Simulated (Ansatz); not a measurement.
Program: Ansatz 0.2.0.

A structure relaxed at PBE0-D4/def2-TZVP, charge 0, multiplicity 1:

```xyz
12

Ge   -0.011    1.815   -1.241
N     0.850    0.540   -0.214
C     0.205   -0.491    0.372
C    -1.054   -0.960    0.462
Si    0.087   -1.996    1.378
H    -1.065    2.529   -0.381
H     1.087    2.783   -1.701
H    -0.690    1.127   -2.435
H     1.843    0.593   -0.066
H    -2.031   -0.679    0.092
H     0.208   -1.952    2.860
H     0.572   -3.308    0.875
```

Task: Give its formula and SMILES.

Result: C2H7GeNSi, `[GeH3][NH]C1=C[SiH2]1`.

Task: Point group (tolerance 0.08 Å, 0.16 Å for H)?

Result: Cs.

Task: Summarise the bond lengths by kind.

Result: 1 × Ge–N 1.850 Å; 3 × Ge–H 1.534 to 1.536 Å; 1 × C–N 1.350 Å; 1 × H–N 1.005 Å; 1 × C–C 1.346 Å; 2 × C–Si 1.793 to 1.814 Å; 1 × C–H 1.082 Å; 2 × H–Si 1.487 Å.
